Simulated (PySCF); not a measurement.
CH3BiBr2, SMILES [Bi]([Br])([Br])[CH3]. Geometry optimised at PBE0-D3(BJ)/def2-SVP. The structure was generated by enumeration; whether it is a known compound was not checked. The def2 effective core potentials stand for the cores of Bi; spin–orbit coupling is left out.

Task: Give the equilibrium geometry at PBE0-D3(BJ)/def2-SVP (PySCF confirms it by a frequency run) as Cartesian coordinates in Å, and its point group. (The exact figures need the calculation; the answer reports its results.)

Result: point group Cs.
```xyz
7

Bi     0.3092    -0.6535     0.0000
Br    -0.1189     0.9616     2.0206
Br    -0.1189     0.9616    -2.0206
C     -1.8170    -1.4157     0.0000
H     -1.9784    -2.0188     0.9047
H     -2.4818    -0.5427     0.0000
H     -1.9784    -2.0188    -0.9047
```
